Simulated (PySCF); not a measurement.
BH6N. Atoms are numbered in the order given.

```xyz
8

B      0.0000     0.0000    -0.9246
N      0.0000     0.0000     0.7243
H      0.0000    -1.1752    -1.2431
H      1.0178     0.5876    -1.2431
H     -1.0178     0.5876    -1.2431
H     -0.8270    -0.4774     1.0940
H      0.0000     0.9549     1.0940
H      0.8270    -0.4774     1.0940
```

The structure is a stationary point at PBE-D3(BJ)/def2-TZVP.

Level of theory: PBE0/pcSseg-2 (PySCF).

GIAO shieldings, no solvent; atoms alike by connectivity are averaged. δ = σ(ref) − σ: ¹¹B against BF3 (σ = 88.8 ppm); ¹⁵N against NH3 (σ = 263.3 ppm); ¹H against TMS (σ = 31.54 ppm), references at their B3LYP-D3(BJ)/def2-TZVP geometries, non-relativistic.

Computed chemical shifts:
```csv
nucleus,atoms,count,δ (ppm)
¹¹B,B1,1,-34.1
¹⁵N,N2,1,37.2
¹H,"H6, H7, H8",3,3.01
¹H,"H3, H4, H5",3,2.32
```
